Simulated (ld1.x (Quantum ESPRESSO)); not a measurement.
u(r) = r·R(r): atom against pseudo-atom (zinc (Zn))

Columns: radius, all-electron u(r) and pseudo u(r) of the 3s shell (level -128.62 eV) of zinc in the configuration [Ne] 3s2 3p6 3d10 4s2 4p0; LDA (PZ), scalar-relativistic, PAW scheme, ld1.x (Quantum ESPRESSO) 7.5.

```json
{"r (bohr)": "0.068", "all-electron": "-0.0392", "pseudo": "0.2818"}
{"r (bohr)": "0.135", "all-electron": "-0.6912", "pseudo": "0.5465"}
{"r (bohr)": "0.202", "all-electron": "-0.5771", "pseudo": "0.7867"}
{"r (bohr)": "0.270", "all-electron": "-0.0609", "pseudo": "0.9951"}
{"r (bohr)": "0.338", "all-electron": "0.4980", "pseudo": "1.1600"}
{"r (bohr)": "0.405", "all-electron": "0.9279", "pseudo": "1.2751"}
{"r (bohr)": "0.473", "all-electron": "1.2016", "pseudo": "1.3422"}
{"r (bohr)": "0.540", "all-electron": "1.3285", "pseudo": "1.3610"}
{"r (bohr)": "0.608", "all-electron": "1.3485", "pseudo": "1.3363"}
{"r (bohr)": "0.675", "all-electron": "1.2967", "pseudo": "1.2757"}
{"r (bohr)": "0.742", "all-electron": "1.2026", "pseudo": "1.1874"}
{"r (bohr)": "0.810", "all-electron": "1.0851", "pseudo": "1.0784"}
{"r (bohr)": "0.878", "all-electron": "0.9603", "pseudo": "0.9594"}
{"r (bohr)": "0.945", "all-electron": "0.8393", "pseudo": "0.8405"}
{"r (bohr)": "1.013", "all-electron": "0.7239", "pseudo": "0.7250"}
{"r (bohr)": "1.080", "all-electron": "0.6204", "pseudo": "0.6206"}
{"r (bohr)": "1.148", "all-electron": "0.5266", "pseudo": "0.5266"}
{"r (bohr)": "1.215", "all-electron": "0.4456", "pseudo": "0.4456"}
{"r (bohr)": "1.283", "all-electron": "0.3743", "pseudo": "0.3743"}
{"r (bohr)": "1.350", "all-electron": "0.3140", "pseudo": "0.3140"}
{"r (bohr)": "1.418", "all-electron": "0.2619", "pseudo": "0.2619"}
{"r (bohr)": "1.485", "all-electron": "0.2184", "pseudo": "0.2184"}
{"r (bohr)": "1.553", "all-electron": "0.1813", "pseudo": "0.1813"}
{"r (bohr)": "1.620", "all-electron": "0.1505", "pseudo": "0.1505"}
{"r (bohr)": "1.688", "all-electron": "0.1244", "pseudo": "0.1244"}
{"r (bohr)": "1.755", "all-electron": "0.1029", "pseudo": "0.1029"}
```

Problem. How many radial nodes do the two functions have?

Solution. The all-electron 3s function has n − l − 1 = 2 (the table is too coarse to show those close to the nucleus); the pseudo-wave has 0, since the states of the same l below it are removed with the core.

Problem. At about which radius was the pseudo-wave matched?

Solution. 1.15 bohr. The columns agree to 0.0005 from 1.08 bohr on; several derivatives are matched, so the curves merge somewhat inside the radius.

Problem. Is the pseudo-wave norm-conserving?

Solution. No, it belongs to a PAW set: the norm inside the radius is not constrained, and the difference is carried by the augmentation charge.
